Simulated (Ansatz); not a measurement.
Two structures of CH$_{7}$BrGe, closed shell, reached by relaxing down either side of one saddle point (PBE0-D4/def2-TZVP). Energies are electronic, without zero-point energy. Ansatz 0.2.0; basis: def2-TZVPP and def2-QZVPP; cores frozen in the correlated methods. Filled d shells of the heavier atoms are correlated. The def2 sets are not built for correlating such inner shells, so the correlated values are less sure here. Extrapolation: Hartree–Fock as exp(−7.88 √X), correlation as X^−2.97. First:

```tsv
atom	x (Å)	y (Å)	z (Å)
Ge1	-0.4907	-2.1222	-0.0832
Br2	1.8023	-1.8536	0.0109
H3	-0.8009	-2.8784	-1.3785
H4	-0.8988	-2.9288	1.1533
H5	-1.1122	-0.7233	-0.0793
H6	1.0283	1.2894	0.0781
C7	0.3004	2.1003	0.0753
H8	-0.3610	2.0002	0.9359
H9	-0.2878	2.0598	-0.8415
H10	0.8203	3.0566	0.1288
```

Second:

Ge1  (-0.971, -0.618, -0.305)
Br2  (3.094, -0.604, 1.200)
H3  (-1.344, -0.975, -1.753)
H4  (0.075, -1.656, 0.172)
H5  (-2.210, -0.770, 0.591)
H6  (1.841, -1.145, 0.782)
C7  (-0.228, 1.181, -0.188)
H8  (0.049, 1.411, 0.841)
H9  (-0.966, 1.910, -0.525)
H10  (0.660, 1.266, -0.814)
(Å)

Which bonds change from the first to the second?

GeH₃Br ([GeH3][Br]) + CH₄ → CH₆Ge ([CH3][GeH3]) + HBr; bonds formed: Ge1–C7, Br2–H6; bonds broken: Ge1–Br2, H6–C7.

Give the saddle point's structure and its height above each. (An estimate is asked for; the value comes from the calculation.)

The calculation gives: 2.721 eV above the first and 1.759 eV above the second (CCSD(T) at an estimated basis limit (MP2 extrapolated from triple and quadruple zeta, plus CCSD(T) − MP2 in triple zeta)).
```xyz
10
angstrom
Ge -0.6232 -0.9802 -0.0538
Br 2.3076 -1.1917 0.0599
H -0.3310 -1.6232 -1.3985
H -0.4409 -1.7001 1.2712
H -2.0374 -0.3389 -0.0934
H 0.8756 0.1842 0.0413
C 0.1021 1.1442 0.0371
H -0.4825 1.3671 0.9273
H -0.4050 1.4195 -0.8851
H 1.0347 1.7190 0.0938
```

No T1 diagnostic of these runs exceeds 0.010.

Labels in which every atom is bracketed show which atoms are joined, not bond orders.

For scale, one of the runs: CCSD(T)/def2-TZVPP, 225 basis functions, launched by `ansatz run in.yaml --threads 8 --pin off --events-out ev --progress --plain --max-ram 19148MiB`. Time: 23 s of wall clock on 8 CPU threads of an Intel Xeon 6975P-C; the host was shared. Peak host memory: 4.2 GiB.
